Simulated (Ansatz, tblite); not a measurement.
Spin states of ZrAl6⁺, each relaxed with B3LYP-D4/def2-SVP in Ansatz. Electronic energies in the gas phase.

In the def2 sets Zr takes a core potential; there is no spin–orbit coupling. The xTB rows come from tblite. Another isomer (doublet) lies 0.10 eV lower at PBE0-D4/def2-TZVP.

Doublet geometry (C2v within 0.1 Å):

```tsv
atom	x (Å)	y (Å)	z (Å)
Zr1	-1.799	-1.360	-0.721
Al2	-0.201	0.624	-1.827
Al3	0.854	2.116	0.073
Al4	2.013	0.052	1.076
Al5	0.974	-1.476	-0.804
Al6	-1.510	1.071	0.590
Al7	-0.332	-1.027	1.613
```

Quartet geometry (Cs within 0.1 Å):

```xyz
7

Zr    0.5337    0.5882    2.1351
Al    0.7419    1.2604   -0.5205
Al    0.6589   -1.1518   -1.8373
Al   -1.5174    0.2125   -1.6724
Al   -1.7023    1.3439    0.7160
Al    2.0226   -0.9733    0.4246
Al   -0.7374   -1.2799    0.7546
```

Run but left out: HF/STO-3G, HF/def2-SVP, HF/def2-TZVP, MP2/def2-SVP, MP2/def2-TZVP, CCSD/def2-SVP, CCSD(T)/def2-SVP (doublet: ⟨S²⟩ 2.01 to 2.80, where a pure state has 0.75).

Only these spin states were relaxed. Higher spins weren't run and may lie lower. The quartet has other bonds than the doublet, so the gap mixes isomer and spin.

| level | quartet − doublet (kcal/mol) | lowest of these | remarks |
| --- | --- | --- | --- |
| GFN1-xTB | 18.3 | doublet | – |
| GFN2-xTB | -3.3 | quartet | – |
| PBE-D4/def2-TZVP | 8.2 | doublet | – |
| r2SCAN-D4/def2-TZVP | 5.6 | doublet | spin-contaminated (⟨S²⟩ 0.88) (doublet) |
| PBE0-D4/def2-TZVP | 8.3 | doublet | spin-contaminated (⟨S²⟩ 0.83) (doublet) |
| ωB97X-V/def2-TZVP | 12.1 | doublet | spin-contaminated (⟨S²⟩ 0.83) (doublet) |

```json
{"state": "doublet", "donor atoms": "4", "mean metal–ligand distance (Å)": "2.777", "range (Å)": "2.78–2.78", "Mulliken spin on the metal (PBE0)": "1.10"}
{"state": "quartet", "donor atoms": "4", "mean metal–ligand distance (Å)": "2.726", "range (Å)": "2.65–2.75", "Mulliken spin on the metal (PBE0)": "1.40"}
```

⟨S²⟩ at PBE0-D4/def2-TZVP: doublet 0.83 (pure 0.75), quartet 3.82 (pure 3.75).

Change of the quartet − doublet gap on mixing in exact exchange, in kcal/mol: PBE to PBE0 (25 % exact exchange) 0.1.

The xTB methods have no spin-polarisation term.
